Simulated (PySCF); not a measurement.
Compound: C3H2BBrF2.
Cartesian coordinates in Å at the PBE0-D3(BJ)/def2-SVP level; atoms count from 1:
```
atom  x, y, z in Å
F1     1.505   -1.120   -2.009
B2     0.770   -0.136   -1.534
F3     0.603    0.931   -2.282
C4     0.109   -0.233   -0.145
C5     0.066   -0.722    1.074
C6    -0.893    0.340    0.791
Br7   -0.623    2.116    1.553
H8     0.496   -1.368    1.837
H9    -1.970    0.173    0.680
```

Computed, not measured: PySCF 2.14.0, PBE0-D3(BJ)/def2-SVP geometry optimisation, gas phase.

Take the most abundant isotopes and a rigid rotor. The values belong to one conformer with, in the numbering `[F:1][B:2]([F:3])[C:4]1=[CH:5][C@H:6]1[Br:7]`, F1–B2–C4–C5 25°.

**Question.** What are A, B and C (cm⁻¹)?

**Answer.** Ia = 123.79, Ib = 656.95, Ic = 752.44 u·Å²; 505379 MHz·u·Å²/I gives 4083, 769.3 and 671.6 MHz, that is A = 0.13618, B = 0.02566, C = 0.02240 cm⁻¹.

**Question.** Classify the top.

**Answer.** A near-prolate asymmetric top: κ = (2 × 769.3 − 4083 − 671.6)/(4083 − 671.6) = -0.94.

**Question.** What does the inertial defect say?

**Answer.** Not planar: Δ = Ic − Ia − Ib = -28.29 u·Å². For a rigid frame Δ = −2 Σ m c², so Σ m c² = 14.15 u·Å² lies off the ab plane: 3.56 from hydrogen and 10.59 from heavier atoms. The atom farthest from that plane is 1.77 Å away.

**Question.** Where do the levels up to J = 3 lie, in cm⁻¹?

**Answer.** Above 0(0,0):
J = 1: 1(0,1) 0.0481, 1(1,1) 0.1586, 1(1,0) 0.1618
J = 2: 2(0,2) 0.1441, 2(1,2) 0.2515, 2(1,1) 0.2612, 2(2,1) 0.5928, 2(2,0) 0.5929
J = 3: 3(0,3) 0.2880, 3(1,3) 0.3907, 3(1,2) 0.4103, 3(2,2) 0.7370, 3(2,1) 0.7373, 3(3,1) 1.2978, 3(3,0) 1.2978

**Question.** Which lines would a microwave search look for?

**Answer.** The dipole components are |μa| = 0.64 D, |μb| = 2.27 D, |μc| = 0.37 D. The squared components, which scale the intensities, stand as 0.08 : 1.00 : 0.03 (a : b : c). Some of the stronger lines:

```json
{"type": "b", "branch": "R", "J(Ka,Kc)": "3(0,3) ← 2(1,2)", "MHz": "1096", "lower level (cm⁻¹)": "0.251"}
{"type": "b", "branch": "Q", "J(Ka,Kc)": "4(1,3) ← 4(0,4)", "MHz": "3877", "lower level (cm⁻¹)": "0.480"}
{"type": "b", "branch": "Q", "J(Ka,Kc)": "5(1,4) ← 5(0,5)", "MHz": "4153", "lower level (cm⁻¹)": "0.718"}
{"type": "b", "branch": "R", "J(Ka,Kc)": "1(1,1) ← 0(0,0)", "MHz": "4754", "lower level (cm⁻¹)": "0.000"}
{"type": "b", "branch": "R", "J(Ka,Kc)": "3(1,3) ← 2(0,2)", "MHz": "7393", "lower level (cm⁻¹)": "0.144"}
{"type": "b", "branch": "Q", "J(Ka,Kc)": "5(2,3) ← 5(1,4)", "MHz": "9437", "lower level (cm⁻¹)": "0.857"}
{"type": "b", "branch": "Q", "J(Ka,Kc)": "4(2,2) ← 4(1,3)", "MHz": "9634", "lower level (cm⁻¹)": "0.609"}
{"type": "b", "branch": "Q", "J(Ka,Kc)": "3(2,2) ← 3(1,3)", "MHz": "10381", "lower level (cm⁻¹)": "0.391"}
{"type": "b", "branch": "Q", "J(Ka,Kc)": "5(2,4) ← 5(1,5)", "MHz": "10827", "lower level (cm⁻¹)": "0.808"}
{"type": "b", "branch": "R", "J(Ka,Kc)": "2(2,0) ← 1(1,1)", "MHz": "13019", "lower level (cm⁻¹)": "0.159"}
{"type": "b", "branch": "R", "J(Ka,Kc)": "4(2,3) ← 3(1,2)", "MHz": "15557", "lower level (cm⁻¹)": "0.410"}
{"type": "b", "branch": "R", "J(Ka,Kc)": "4(2,2) ← 3(1,3)", "MHz": "16175", "lower level (cm⁻¹)": "0.391"}
{"type": "b", "branch": "Q", "J(Ka,Kc)": "4(3,2) ← 4(2,3)", "MHz": "16818", "lower level (cm⁻¹)": "0.929"}
{"type": "b", "branch": "R", "J(Ka,Kc)": "3(3,1) ← 2(2,0)", "MHz": "21133", "lower level (cm⁻¹)": "0.593"}
{"type": "b", "branch": "R", "J(Ka,Kc)": "5(3,2) ← 4(2,3)", "MHz": "24031", "lower level (cm⁻¹)": "0.929"}
{"type": "b", "branch": "R", "J(Ka,Kc)": "4(4,0) ← 3(3,1)", "MHz": "29299", "lower level (cm⁻¹)": "1.298"}
{"type": "b", "branch": "Q", "J(Ka,Kc)": "5(5,1) ← 5(4,2)", "MHz": "30255", "lower level (cm⁻¹)": "2.516"}
```

Whether it is a minimum is left open (no frequencies). No vibrational averaging or centrifugal distortion is included, and the geometry carries the error of its method. Quadrupole hyperfine structure (11B, 79Br) is left out.
